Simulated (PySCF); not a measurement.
## C₆ coefficients of unlike pairs at PBE0

Calculated with PySCF 2.14 from the dipole response of each species, C₆(A,B) = (3/π) ∫ α_A(iu) α_B(iu) du, in atomic units, from isotropic polarisabilities. For ions this is the dispersion term alone; charge-induced terms of lower order in 1/R come first.

| species | configuration | basis | relativity | α (bohr³) | C₆ (like pair) |
| --- | --- | --- | --- | --- | --- |
| Fe | [Ar] 3d6 4s2 (5D) | def2-TZVPPD (6s6p4d2f1g) | none | 66.07 | 585.3 |
| Zn²⁺ | [Ar] 3d10 (1S) | aug-cc-pVTZ-DK (8s7p5d3f2g) | spin-free X2C | 2.600 | 6.877 |
| I⁺ | [Kr] 4d10 5s2 5p4 (3P) | aug-cc-pVQZ-PP with one added diffuse shell each of s, p, d, f, g type with ECP28MDF (8s8p6d4f3g) | core potential | 20.29 | 173.3 |
| Be²⁺ | 1s2 (1S) | dyall-av3z (15s9p4d2f) | spin-free X2C | 0.05422 | 0.01176 |

(1) Estimate C₆ for Be²⁺ with Zn²⁺.

No spin-orbit coupling is included.

The other pairs:

```
    pair      C₆
Zn²⁺, Fe   43.28
  I⁺, Fe   280.3
I⁺, Zn²⁺   31.14
Be²⁺, I⁺  0.9086
Be²⁺, Fe   1.107
```

Answers

(1) The integral gives 0.2529. The combination rule 2 C_A C_B / (C_A α_B/α_A + C_B α_A/α_B) gives 0.2287 and the geometric mean 0.2844.
